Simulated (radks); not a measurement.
Q: Radial electron density D(r) = 4 pi r^2 rho(r) of an atom or ion with 26 electrons. Method: scalar-relativistic Kohn-Sham, LDA (Slater exchange, Perdew-Wang correlation), spin-polarised, spherical densities, finite nucleus; Fermi nuclear charge, rms radius of each element as measured or else 0.836 A^(1/3) + 0.57 fm; computed with a radial shooting solver on a logarithmic mesh with Libxc functionals.

```
   r/bohr * D(r) (the largest magnitude, 40.2, reaches the edge; | marks zero)
 0.004521 |    *
 0.005747 |      *
 0.007247 |          *
 0.009213 |              *
  0.01171 |                    *
  0.01489 |                           *
  0.01893 |                                   *
  0.02406 |                                          *
  0.03059 |                                              *
  0.03889 |                                               *
  0.04943 |                                            *
  0.06284 |                                        *
  0.07925 |                                     *
   0.1007 |                                         *
   0.1281 |                                                 *
   0.1628 |                                                      *
    0.207 |                                                 *
   0.2631 |                                   *
   0.3345 |                         *
   0.4252 |                        *
   0.5406 |                             *
   0.6872 |                            *
   0.8736 |                    *
    1.102 |          *
    1.401 |    *
     1.78 |*
    2.263 *
    2.877 *
```

What is the nuclear charge?

A: Z = 29. The innermost maximum, from 1s, lies near gamma/Z bohr with gamma = sqrt(1 - (Z/c)^2) = 0.977, here 0.0337 bohr (found: 0.0365), and its height grows with Z. The density is that of the copper ion Cu3+ in [Ar] 3d8; the configuration itself is not fixed sharply by these data, and Z only to about a unit. D(r) has 3 maxima, at r = 0.0365, 0.165, 0.595 bohr, and minima at 0.0780, 0.377 bohr, inside which lie 2.09, 10.85 electrons.
